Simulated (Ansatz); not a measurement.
C3H8, charge +1, doublet, geometry from GFN2-xTB (a state made from the parent by changing its charge; the spin is typed, not shown lowest). Base run: Ansatz (a first-principles code) with MP2/6-31G**.

The Ansatz input:
Ansatz 0.2 input:
```yaml
crystal:
  periodic: [false, false, false]
  atoms:
    - {symbol: C, position_ang: [1.16119233, 0.51045300, -0.28319118]}
    - {symbol: C, position_ang: [0.10324296, -0.51099326, -0.05406700]}
    - {symbol: C, position_ang: [-1.25563572, -0.04301253, 0.33264996]}
    - {symbol: H, position_ang: [2.03156328, 0.08772002, -0.78312997]}
    - {symbol: H, position_ang: [0.78175637, 1.38804567, -0.81681340]}
    - {symbol: H, position_ang: [1.53408150, 0.93717338, 0.66136221]}
    - {symbol: H, position_ang: [0.48337960, -1.27056316, 0.66551562]}
    - {symbol: H, position_ang: [0.01511879, -1.19671715, -0.92657277]}
    - {symbol: H, position_ang: [-1.87576720, -0.85882101, 0.70154158]}
    - {symbol: H, position_ang: [-1.22104897, 0.78620005, 1.04686524]}
    - {symbol: H, position_ang: [-1.80188075, 0.38827889, -0.52111921]}
basis:
  gaussian:
    orbitals: 6-31G__.json
total_charge: 1
magnetization: {spin_polarized: true, initial_magnetization: 1}
correlation: {method: mp2}
```
The basis file holds 6-31G** in the JSON format of the Basis Set Exchange.

The base run was repeated with changes; each row names its change, and settings that it needs were set with it.

| change | basis functions | E (Eh) | MP2 correlation (Eh) |
|---|---|---|---|
| base | 85 | -118.30129 | -0.43560 |
| basis = STO-3G | 23 | -116.64897 | -0.16100 |
| basis = 6-31G | 43 | -118.07786 | -0.27334 |
| basis = pcseg-0 | 43 | -117.78478 | -0.27833 |
| basis = def2-SV(P) | 58 | -118.12440 | -0.38118 |
| basis = 6-31+G* | 73 | -118.24492 | -0.39363 |
| basis = def2-SVP | 82 | -118.20018 | -0.42939 |
| basis = pcseg-1 | 82 | -118.25054 | -0.43029 |
| basis = 6-311G** | 102 | -118.33827 | -0.45261 |
| basis = 6-311+G(2d,p) | 129 | -118.36032 | -0.47012 |
| basis = aug-cc-pVDZ | 141 | -118.31069 | -0.44234 |
| basis = cc-pVTZ | 202 | -118.42099 | -0.52179 |
| basis = def2-TZVPP | 205 | -118.42232 | -0.52017 |

Totals compare only among sets that treat the same electrons; sets with core potentials leave the core out.
